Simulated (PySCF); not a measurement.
Species: C4H9NSe.
Atom-mapped SMILES: `[CH2:1]=[C:2]([CH2:3][NH2:4])[Se:5][CH3:6]` (hydrogens: H7, H8 on C1; H9, H10 on C3; H11, H12 on N4; H13, H14, H15 on C6)

Geometry (GFN2-xTB, Å), atoms numbered from 1 in this order:
```xyz
15
C4H9NSe angstrom
C     -0.220   -0.884   -1.193
C     -0.363   -0.323   -0.002
C     -1.695   -0.142    0.691
N     -2.114    1.240    0.830
Se     1.103    0.414    1.008
C      2.621   -0.006   -0.135
H     -1.074   -1.280   -1.718
H      0.729   -0.987   -1.689
H     -2.466   -0.673    0.126
H     -1.643   -0.573    1.697
H     -1.459    1.748    1.419
H     -2.131    1.694   -0.078
H      2.521    0.515   -1.085
H      2.679   -1.081   -0.282
H      3.507    0.346    0.387
```

Vertical excitations from PySCF (density fitting, frozen core in the response, grid level 2 and gas phase unless stated; continuum runs use non-equilibrium linear response for the excitations) on a GFN2-xTB geometry. Reference run:

```tsv
settings	S1, eV (f)	S2, eV (f)	S3, eV (f)	S4, eV (f)	S5, eV (f)	S6, eV (f)	T1, eV (Tamm–Dancoff)	mean α (au)
PBE0/def2-SVPD, full TDDFT, 6 singlets	4.74 (0.002)	5.30 (0.112)	5.49 (0.028)	5.78 (0.005)	5.85 (0.050)	6.06 (0.035)	3.94	88.0
```

What do these settings give: (1) HSE06/def2-SVPD, full TDDFT, 25 singlets; (2) revPBE/6-31G*, damping 0.2 at the start, DIIS from the seventh cycle, start guess huckel, full TDDFT, 12 singlets?

```json
{"settings": "HSE06/def2-SVPD, full TDDFT, 25 singlets", "S1, eV (f)": "4.71 (0.002)", "S2, eV (f)": "5.27 (0.108)", "S3, eV (f)": "5.45 (0.029)", "S4, eV (f)": "5.74 (0.008)", "S5, eV (f)": "5.79 (0.041)", "S6, eV (f)": "5.99 (0.041)", "T1, eV (Tamm–Dancoff)": "3.93", "mean α (au)": "88.4"}
{"settings": "revPBE/6-31G*, damping 0.2 at the start, DIIS from the seventh cycle, start guess huckel, full TDDFT, 12 singlets", "S1, eV (f)": "4.75 (0.004)", "S2, eV (f)": "4.91 (0.016)", "S3, eV (f)": "4.94 (0.029)", "S4, eV (f)": "5.38 (0.092)", "S5, eV (f)": "5.81 (0.015)", "S6, eV (f)": "5.81 (0.002)", "T1, eV (Tamm–Dancoff)": "–", "mean α (au)": "73.1"}
```

(1) S1 moves by -0.03 eV (HSE06 has 25 % exact exchange at short range alone, PBE0 25 % exact exchange). (2) S1 moves by +0.01 eV; functional and basis change together, so the shift can't be laid on one. States are counted by energy in each run and needn't keep their character from row to row.

All basis functions are spherical, in the Pople sets too.

Give the leading configurations of S1 (H = HOMO, L = LUMO) and the HOMO–LUMO gap of each run.

```csv
settings,S1 configurations (weight),S1 (eV),orbital gap (eV),S1 − gap (eV)
"PBE0/def2-SVPD, full TDDFT, 6 singlets","H→L 0.74, H→L+1 0.21",4.74,6.06,-1.32
"HSE06/def2-SVPD, full TDDFT, 25 singlets","H→L 0.72, H→L+1 0.24",4.71,5.30,-0.59
"revPBE/6-31G*, damping 0.2 at the start, DIIS from the seventh cycle, start guess huckel, full TDDFT, 12 singlets","H→L+1 0.51, H→L 0.48",4.75,4.47,+0.28
```

 The PBE0/def2-SVPD calculation is non-relativistic and has no spin–orbit coupling, an omission that weighs most on selenium.

One conformer stands for the species.
